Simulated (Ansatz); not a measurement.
`[NH2][Ti]([NH2])([OH])[OH]`, relaxed with RKS PBE-D4/def2-SVP in Ansatz 0.2.0 from a rough embedded geometry. The force threshold is 0.03 eV/Å; the program also tests the step.

Total charge 0; spin multiplicity 1.

Start:

```xyz
11

N     0.597   -1.021   -1.172
Ti   -0.141   -0.065    0.411
N     0.825    1.724    0.586
O     0.147   -1.180    2.096
O    -2.081    0.265    0.181
H    -0.132   -1.779   -1.498
H     0.641   -0.368   -1.975
H     1.852    1.505    0.508
H     0.577    2.314   -0.177
H    -0.171   -2.054    1.779
H    -2.115    0.659   -0.738
```

(1) By how much does the energy fall, and how many steps does the optimiser take? (An estimate is asked.)

(2) Which bonds change most? (Estimate.)

(3) Give the relaxed structure. (An estimate is asked.)

Results:

(1) Ansatz gave: 157.72 kJ/mol, in 16 steps, 2 of them rejected.

(2) Ansatz gave: Ti2–O4 from 2.040 to 1.815 Å; Ti2–O5 from 1.981 to 1.814 Å; Ti2–N3 from 2.041 to 1.890 Å; N1–Ti2 from 1.992 to 1.893 Å.

(3) The calculation gave: 
```xyz
11

N     0.271   -0.901   -1.425
Ti   -0.136   -0.080    0.231
N     0.934    1.471    0.375
O     0.206   -1.282    1.547
O    -1.871    0.449    0.235
H     0.213   -1.914   -1.578
H     0.800   -0.469   -2.189
H     1.872    1.501    0.788
H     0.590    2.427    0.232
H    -0.388   -1.504    2.284
H    -2.491    0.303   -0.500
```
